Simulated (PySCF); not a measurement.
Working out the ionisation energy of Hg

Hg [Xe] 4f14 5d10 6s2 (1S) → Hg⁺ [Xe] 4f14 5d10 6s1 (2S). Calculation: PySCF 2.14, in x2c-TZVPPall (11s7p7d3f1g, 97 functions); scalar relativity by spin-free X2C-1e. Frozen: [Xe] 4f14. Energies in hartree (1 hartree = 27.21139 eV):

| part | Hg (lower) | Hg⁺ (upper) |
| --- | --- | --- |
| UHF | -19619.905412 | -19619.592263 |
| CCSD correlation | -0.389358 | -0.332993 |
| (T) | -0.014902 | -0.010614 |

Question: What does Hartree-Fock give?

Answer: (-19619.592263) − (-19619.905412) = 0.313149 hartree = 8.521 eV.

Question: What do CCSD and CCSD(T) give?

Answer: The CCSD correlation energies differ by 0.056365 hartree = 1.534 eV and the triples by 0.004288 hartree = 0.117 eV, so CCSD gives 10.055 eV and CCSD(T) 10.172 eV.

Measured between the centres of the two terms (NIST): 10.438 eV, so CCSD(T) (valence) is off by -0.266 eV.

What remains against the reference includes basis incompleteness, the frozen core and higher excitations.
